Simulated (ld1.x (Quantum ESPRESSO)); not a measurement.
silver (Ag): TM pseudisation with PBEsol, scalar-relativistic reference atom.

ld1.x (Quantum ESPRESSO) 7.5 input, shortened:

```
&input
   title='Ag', zed=47., rel=1, dft='PBESOL', iswitch=3,
   config='[Kr] 4d10 5s0.75 5p0.25'
 /
 &inputp
   pseudotype=2, tm=.true., lloc=2,
   nlcc=.true.
 /
3
4S  1  0   2.00   0.00  1.05  1.05  0.0
4P  2  1   6.00   0.00  1.25  1.25  0.0
4D  3  2  10.00   0.00  1.60  1.60  0.0
 &test
   configts(1)='4s2 4p6 4d10 5s0.75 5p0.25'
 /
```

Occupied shells without a wave of their own: 5p, 5s. They enter only through the test configuration that unscreens the potential, and ld1.x also counts them in the model core charge.

All-electron outer shells of the reference configuration (PBEsol, scalar-relativistic, ld1.x):

```json
{"shell": "3p", "level (eV)": "-557.77", "outermost node (bohr)": "0.15", "outermost maximum (bohr)": "0.32"}
{"shell": "3d", "level (eV)": "-359.04", "outermost node (bohr)": "–", "outermost maximum (bohr)": "0.27"}
{"shell": "4s", "level (eV)": "-95.54", "outermost node (bohr)": "0.44", "outermost maximum (bohr)": "0.82"}
{"shell": "4p", "level (eV)": "-59.09", "outermost node (bohr)": "0.44", "outermost maximum (bohr)": "0.87"}
{"shell": "4d", "level (eV)": "-8.01", "outermost node (bohr)": "0.43", "outermost maximum (bohr)": "1.04"}
{"shell": "5s", "level (eV)": "-4.81", "outermost node (bohr)": "1.11", "outermost maximum (bohr)": "2.46"}
{"shell": "5p", "level (eV)": "-0.97", "outermost node (bohr)": "1.25", "outermost maximum (bohr)": "3.71"}
```

Results:

```json
{
 "Cutoffs needed": "140 Ry and 230 Ry (the cutoffs (Ry, on a coarse ladder) from which the occupation-weighted sum of valence levels, in a spherical-Bessel basis at the reference potential, stays within 10 and 1 mRy of its value at 400 Ry)",
 "Ghost test": "no extra level below or beside the all-electron valence levels (s, p, d, f tested) (spherical-Bessel basis up to 400 Ry, 20 bohr box)",
 "Largest excitation error": "-615 meV (all-electron minus pseudo) for 4s2 4p6 4d7 5s0 5p0, out of 7 test configurations"
}
```

ld1.x takes every shell without a wave as core, so the model core holds the 5p, 5s electrons as well and exchange and correlation see them twice. This cancels in the reference configuration, but the file is broken for other ones, and its errors say nothing about a proper core correction.

Generation and tests took about 2 s on one core of a shared server CPU.
